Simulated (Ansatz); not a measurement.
Relaxation of CH4BFO2S (10 atoms, charge 0, multiplicity 1), to a largest force component of 0.02 eV/Å in at most 50 steps.

Computed with Ansatz 0.2.0, RKS PBE-D4/6-31G*.

```xyz
10
Properties=species:S:1:pos:R:3:forces:R:3
O -0.250 -2.474 0.160 1.18 1.52 -3.54
B -0.188 -1.329 -0.804 3.86 -1.41 -6.94
F 0.554 -1.493 -2.027 -1.81 0.55 2.83
O -0.828 -0.052 -0.562 -0.84 -3.52 -1.41
C -0.050 0.802 0.131 3.12 1.80 2.29
S -0.935 2.383 0.441 0.49 0.73 0.48
H -0.609 -1.597 0.254 -4.19 0.92 7.60
H 0.904 1.064 -0.446 -0.74 -0.38 0.61
H 0.231 0.404 1.185 -0.12 0.26 -1.31
H 0.162 2.938 1.145 -0.95 -0.47 -0.61
```

Q: Where does it end, and by what steps?

A: The run converged. After 31 steps the energy has fallen by 3.990 eV; H10 moved furthest, 1.40 Å. Parted: B2–H7.

```tsv
step	energy less start (eV)	largest force component (eV/Å)	accepted
0	0.0000	7.603	yes
2	-2.7773	2.412	yes
4	-3.3596	1.065	yes
6	-3.5200	0.571	yes
8	-3.6485	0.869	yes
10	-3.7616	0.521	yes
12	-3.7917	0.209	yes
14	-3.8029	0.174	yes
16	-3.8158	1.153	no
18	-3.8644	0.287	yes
20	-3.9266	0.242	yes
22	-3.9670	0.106	yes
24	-3.9743	0.458	no
26	-3.9849	0.132	yes
28	-3.9888	0.155	yes
30	-3.9899	0.034	yes
31	-3.9900	0.005	yes
```

```xyz
10
Properties=species:S:1:pos:R:3
O -0.997 -2.307 -0.393
B -0.326 -1.140 -0.620
F 0.004 -0.822 -1.882
O 0.031 -0.324 0.437
C 0.631 0.936 0.173
S -0.581 2.267 -0.201
H -1.181 -2.404 0.561
H 1.288 0.898 -0.712
H 1.221 1.208 1.060
H -1.099 2.334 1.055
```

The run took 69 s on 2 threads of Intel(R) Xeon(R) Platinum 8175M CPU @ 2.50GHz (Skylake/Cascade Lake) (shared host), peak memory 0.21 GiB.
